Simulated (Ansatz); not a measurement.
Species: C2H7Si, net charge 0, doublet state. It need not be the lowest isomer of its formula. SMILES: C[SiH2][CH2]
Coordinates optimised at B3LYP-D3(BJ)/def2-TZVP (Ansatz, a first-principles code):
```xyz
10

Si     0.0531     0.5267     0.0378
C     -1.6305    -0.2094     0.1949
C      1.3463    -0.8003    -0.2485
H      0.0600     1.5084    -1.0791
H      0.3902     1.2888     1.2728
H     -1.7953    -1.2679     0.3658
H     -2.5378     0.3835     0.1522
H      1.3560    -1.5162     0.5761
H      1.1454    -1.3490    -1.1706
H      2.3437    -0.3635    -0.3253
```
Charge 0, spin multiplicity 2.

Property: atomisation energy (electronic, to ground-state atoms), in kJ/mol. Valence correlation only, unless marked. Open shells are spin-unrestricted. Spin-orbit coupling is left out. No relativistic terms. The coupled-cluster limit lacks core correlation, which all-electron functionals hold. Basis-set limits of correlation are two-point, X^-3; Hartree-Fock from the larger set (for Q and 5 zeta extrapolated as (X+1)exp(-9√X)).

| level | program | atomisation energy (kJ/mol) | minus last row |
|---|---|---|---|
| PBE0/def2-TZVP | Ansatz | 3436.2 | -10.0 |
| r2SCANh-D4/def2-TZVPD | Ansatz + dftd4 | 3458.3 | 12.1 |
| r2SCAN0-D4/def2-TZVPD | Ansatz + dftd4 | 3446.6 | 0.4 |
| HSE06-D4/def2-TZVPD | Ansatz + dftd4 | 3451.3 | 5.1 |
| B2GP-PLYP-D3(BJ)/def2-TZVPD | Ansatz + dftd3 | 3408.3 | -37.9 |
| CCSD/CBS(cc-pV(Q+d)Z,cc-pV(5+d)Z) | Ansatz | 3414.3 | -31.9 |
| CCSD(T)/CBS(cc-pV(Q+d)Z,cc-pV(5+d)Z) | Ansatz | 3446.2 | 0.0 |
